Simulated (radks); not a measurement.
The numbers below are computed, except where a source is named.
Q: Mean orbital radii <r> (bohr) of neutral scandium, [Ar] 3d1 4s2, of relativity; Dirac values are averaged over j with weights 2j + 1. Spin-unpolarised spherical Kohn-Sham, BLYP, point nucleus unless stated (finite: rms radius 3.5459 fm), a radial shooting solver on a logarithmic mesh with Libxc functionals. A level marked "c x" has the speed of light scaled by that factor and shares open shells by 2j + 1; other Dirac levels either fill j = l - 1/2 first or share by 2j + 1.

shell  non-rel.
1s      0.07359
2s       0.3463
2p       0.3086
3s        1.082
3p        1.171
4s        3.730
3d        1.845

Give the values at the level "Dirac, low j first".

A: 
shell  Dirac, low j first  change of magnitude (%)
1s                0.07304                    -0.76
2s                 0.3435                    -0.78
2p                 0.3077                    -0.31
3s                  1.075                    -0.63
3p                  1.170                    -0.15
4s                  3.710                    -0.54
3d                  1.869                    +1.29
